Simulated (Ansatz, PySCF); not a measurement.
Energy landscape of AlF4 (anion, charge -1), singlet: flattening of a tetrahedron along the D2d path, bond length relaxed. Scanned: the two opposite F-Al-F angles (109.47 = tetrahedral, 180 = square planar). Other coordinates (Al-F bond length) were minimised at PBE0/def2-TZVP.

Levels of theory: CAM-B3LYP/def2-TZVPD, density fitting (PySCF); RKS-B3LYP/6-31G* = restricted B3LYP/6-31G*, spherical d run with PySCF; CCSD(T)/aug-cc-pVTZ = CCSD(T) on RHF/aug-cc-pVTZ, frozen core (Ansatz, an electronic-structure program).

Energies relative to the lowest point of each profile, in eV:

| a / ° | CAM-B3LYP | RKS-B3LYP/6-31G* |
|---|---|---|
| 90 | 0.564 | 0.602 |
| 96.50 | 0.228 | 0.246 |
| 101.50 | 0.081 | 0.088 |
| 106.34 | 0.012 | 0.013 |
| 109.47 | 0.000 | 0.000 |
| 116.50 | 0.052 | 0.057 |
| 123 | 0.181 | 0.201 |
| 133 | 0.494 | 0.545 |
| 143 | 0.883 | 0.969 |
| 153 | 1.280 | 1.401 |
| 163 | 1.616 | 1.764 |
| 173 | 1.825 | 1.991 |

Predict the corresponding CCSD(T)/aug-cc-pVTZ column.

90: 0.562; 96.50: 0.228; 101.50: 0.081; 106.34: 0.012; 109.47: 0.000; 116.50: 0.054; 123: 0.188; 133: 0.504; 143: 0.892; 153: 1.288; 163: 1.627; 173: 1.843 (eV).
